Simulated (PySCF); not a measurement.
# Chromium: highly charged ions in a basis for the neutral atom

Cr⁵⁺ [Ar] 3d1, Cr⁶⁺ [Ar]. Computed with PySCF 2.14 in aug-cc-pVDZ-DK (7s6p4d2f, 59 functions), with scalar relativity by spin-free X2C-1e. No spin-orbit coupling, so a gap to NIST mixes the basis error with missing relativistic terms.

Changed run: basis of the neutral atom used for a highly charged ion. This setting is unsound on purpose.

```csv
species,method,sound run (hartree),changed run (hartree),converged
Cr⁵⁺,UHF,not run,-1043.39032,yes
Cr⁵⁺,M06-2X,not run,-1044.29448,yes
Cr⁵⁺,M06-L,not run,-1044.23586,yes
Cr⁶⁺,UHF,not run,-1039.96219,yes
Cr⁶⁺,M06-2X,not run,-1040.82258,yes
Cr⁶⁺,M06-L,not run,-1040.77200,yes
```

Ionisation energy of Cr⁵⁺:

| method | changed run (eV) | NIST (eV) |
| --- | --- | --- |
| UHF | 93.284 | 90.635 |
| M06-2X | 94.475 | 90.635 |
| M06-L | 94.257 | 90.635 |

The contracted functions were made for the neutral atom and can be too rigid for a highly charged ion.
